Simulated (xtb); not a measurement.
C₄H₉Al, SMILES [CH2](C=C)[AlH][CH3]. All values are semi-empirical tight-binding results from xtb (GFN2-xTB unless named), good for trends rather than for accurate numbers. Geometry: GFN2-xTB. The structure was generated by enumeration; whether it is a known compound was not checked. Other conformers were not sampled.

For metal compounds this method's bond lengths and energies can be far off.

Computed properties:
The orbital gap is 4.08 eV. The zero-point energy comes out as 66.8 kcal/mol. The G − E(el) at 298.15 K (modified RRHO) is 45.4 kcal/mol.
